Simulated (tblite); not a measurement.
Start geometry of `Cc1cccc2c1nnn2C` from a force field or distance geometry (Å):
```
atom  x, y, z in Å
C1    -2.8901   -0.6489   -0.4242
C2    -1.6121    0.0684   -0.1192
C3    -1.6322    1.3790    0.2955
C4    -0.4288    1.9868    0.5569
C5     0.7609    1.2870    0.4500
C6     0.7543   -0.0320    0.0352
C7    -0.4372   -0.6556   -0.2474
N8    -0.1680   -1.9263   -0.6096
N9     1.1606   -2.1068   -0.5665
N10    1.7147   -0.9568   -0.1694
C11    3.1513   -0.7011    0.0101
H12   -3.7583    0.0699   -0.3895
H13   -2.8005   -1.1614   -1.3900
H14   -3.0525   -1.4337    0.3647
H15   -2.5868    1.8891    0.3764
H16   -0.3908    2.9945    0.8915
H17    1.7008    1.7852    0.6669
H18    3.4196   -0.8263    1.0985
H19    3.7763   -1.3665   -0.6035
H20    3.3136    0.3661   -0.2294
```

**Question.** What comes out of this run: GFN2-xTB geometry optimisation, gas phase in tblite 0.8.0?

**Answer.** 
```
atom  x, y, z in Å
C1    -2.9280   -0.6942   -0.4495
C2    -1.6657    0.0302   -0.1217
C3    -1.6311    1.3341    0.3240
C4    -0.4360    1.9964    0.6389
C5     0.7907    1.3847    0.5282
C6     0.7794    0.0688    0.0792
C7    -0.4223   -0.6052   -0.2460
N8    -0.0869   -1.8610   -0.6568
N9     1.1730   -1.9877   -0.6030
N10    1.7446   -0.8590   -0.1657
C11    3.1620   -0.7443   -0.0101
H12   -3.7748   -0.0131   -0.4747
H13   -2.8317   -1.1939   -1.4109
H14   -3.1153   -1.4640    0.2984
H15   -2.5605    1.8738    0.4370
H16   -0.4871    3.0200    0.9792
H17    1.7103    1.8941    0.7712
H18    3.4172   -0.5312    1.0303
H19    3.6051   -1.6929   -0.3070
H20    3.5518    0.0551   -0.6438
```

The energy falls by 0.499 eV over 68 L-BFGS steps, the largest force on an atom goes from 2.92 to 0.008 eV/Å, and the atoms move by 0.200 Å rms after alignment. The bond that changes most is N8–N9 (both ends pyridine-type nitrogen), which shortens by 0.074 Å. Bonds longer at the end by more than 0.005 Å: 7 of 21; shorter: 11. Among the angles that change most is C3–C2–C7, from 122.6° to 115.8°. Among the dihedrals that turn most is C6–N10–C11–H20, from -31° to -60°. Rotational constants go from 2091, 1070, 714.4 to 2072, 1060, 707.6 MHz. The orientation of the end geometry is arbitrary; only internal coordinates are fixed.

The run took 0.43 s on an Arm Neoverse V2 with one thread, shared host.

GFN2-xTB frequencies show an imaginary mode (37i cm⁻¹), so the point is no minimum at that level. 2 starts were optimised and ended at 0.00 and 0.67 kcal/mol (GFN2-xTB); the lowest of these is shown.

These are computed values.
